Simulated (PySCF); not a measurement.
# Fractional electron number in Ni⁺ (nickel, charge +1)

The 3d beta orbital of [Ar] 3d9 is emptied in steps (occupation f), with all orbitals relaxed, ending at [Ar] 3d8. Calculation: PySCF 2.14, in def2-TZVP; no relativity, point nucleus. The exact energy is a straight line in f; departures are measured from the line between the end points of the same method.

```csv
f,CAM-B3LYP (eV)
1,0.000
0.8,-0.471
0.6,-0.724
0.4,-0.741
0.2,-0.505
0,0.000
```

```tsv
method	E(f=0) − E(f=1) (eV)	−ε at f=1 (eV)	−ε at f=0.4 (eV)
CAM-B3LYP	18.674	15.814	19.209
```

Orbital energy along the path (eV):

```
  f  CAM-B3LYP
  1    -15.814
0.8    -16.845
0.6    -17.982
0.4    -19.209
0.2    -20.514
  0    -21.897
```

Reference removal energy between the ground levels: 18.169 eV (measured; NIST Atomic Spectra Database, ionization energies). The calculation has no spin-orbit coupling. The determinant left behind need not be the lowest term of the ion.
